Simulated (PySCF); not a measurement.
Dipole moment and polarisability of `C/C=C\O[SiH2]N1CCCC1`

Compound: C7H15NOSi.
Geometry (PBE0-D3(BJ)/def2-SVP, Å), atoms numbered from 1 in this order:
```
atom  x, y, z in Å
C1     4.086    0.776    0.144
C2     3.469   -0.479   -0.373
C3     2.348   -1.032    0.102
O4     1.647   -0.514    1.137
Si5    0.048   -0.893    1.513
N6    -1.154   -0.190    0.513
C7    -1.628   -0.713   -0.753
C8    -3.058   -0.161   -0.874
C9    -3.081    1.076    0.049
C10   -1.656    1.166    0.615
H11    5.107    0.597    0.523
H12    4.174    1.539   -0.648
H13    3.487    1.197    0.963
H14    3.959   -1.004   -1.199
H15    1.953   -1.963   -0.329
H16   -0.114   -0.368    2.891
H17   -0.090   -2.374    1.382
H18   -1.586   -1.814   -0.767
H19   -1.007   -0.351   -1.598
H20   -3.788   -0.910   -0.535
H21   -3.306    0.084   -1.917
H22   -3.365    1.996   -0.481
H23   -3.805    0.933    0.865
H24   -1.623    1.523    1.656
H25   -1.048    1.868    0.009
```

Level: B3LYP/def2-SVPD (PySCF), static field, nuclei fixed, core orbitals frozen in the response. The polarisability tensor in these axes (au):

```
x   145.72   2.29  -2.29
y     2.29 113.03   0.29
z    -2.29   0.29 110.94
```

Problem. What are the eigenvalues, a third of the trace, and Δα (Δα² = ½Σ(αi − αj)² over the three pairs)?

Solution. Principal values 110.70, 112.96 and 146.03 au; mean 123.23 au = 18.26 Å³ = 20.32 × 10⁻⁴⁰ C²·m²/J; Δα = 34.25 au (28 % of the mean).

Problem. What is the dipole moment, and where does it point?

Solution. (-1.66, 0.19, -0.92) D, 1.91 D in size, pointing from the negative to the positive side. Measured along this direction, the outermost atoms are H11 at the negative end and H21 at the positive end.

Problem. What depolarisation ratio follows for Rayleigh scattering of linearly polarised light, taking the static tensor?

Solution. ρ = 3Δα²/(45ᾱ² + 4Δα²) = 3519.1/(683351 + 4692.1) = 0.00511.

Problem. Find the Langevin capture rate constant for O2+ (31.990 u) meeting this molecule (157.092 u), k = 2.342 × 10⁻⁹ cm³/s × √(α in Å³ / reduced mass in u).

Solution. The reduced mass is 26.58 u, so k = 1.94 × 10⁻⁹ cm³/s. The formula leaves out the permanent dipole, which adds to the capture rate.

Problem. In a dilute gas of rigid molecules at 400 K, how does the orientational term μ²/3kT compare with the electronic polarisability?

Solution. In Gaussian units μ²/3kT = 21.98 Å³ against 18.26 Å³, a ratio of 1.20; the Debye molar polarisation (4π/3)N_A(α + μ²/3kT) is 101.5 cm³/mol, leaving out the vibrational part.

One conformer (not necessarily the lowest) at the PBE0-D3(BJ)/def2-SVP geometry, without solvent, vibrations or thermal averaging.

The run behind these numbers computed excited states and ΔSCF ions as well. On Arm Neoverse V1, one thread, shared host, this took 5.1 min wall and 1.5 GiB of memory at its peak.
